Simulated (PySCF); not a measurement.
## Working with the constants of DySi

ROHF-SCS-MP2 constants of DySi, septet, about 9.9 electrons in the 4f shell (Mulliken), real f orbitals that mix terms (PySCF, spin-free X2C with a Gaussian nucleus, basis sets Dy x2c-SVPall, Si x2c-SVPall; masses 163.9292 and 27.9769 u):

* ωe: 224.2 cm⁻¹
* ωexe: 1.42 cm⁻¹
* Be: 0.086598 cm⁻¹
* αe: 0.000505 cm⁻¹

(1) What force constant and bond length do these constants imply?

(2) Estimate the centrifugal constant D from the Kratzer relation and find the Dunham coefficient a1.

Correlated steps freeze 23 core orbitals. These are scalar-relativistic numbers at best; spin–orbit coupling would shift them, the dissociation energy most. The state is the lowest single determinant that the PBE0 search found; with open d or f shells the true ground state can be another one.

Results:

(1) Reduced mass μred = 23.898 u; k = 5.8918×10⁻⁷·μred·ωe² (u, cm⁻¹, mdyn/Å) = 0.708 mdyn/Å; Re = √(16.8576/(μred·Be)) (u, cm⁻¹, Å) = 2.854 Å.

(2) D = 4Be³/ωe² = 5.17e-08 cm⁻¹; a1 = −1 − αeωe/(6Be²) = -3.52.
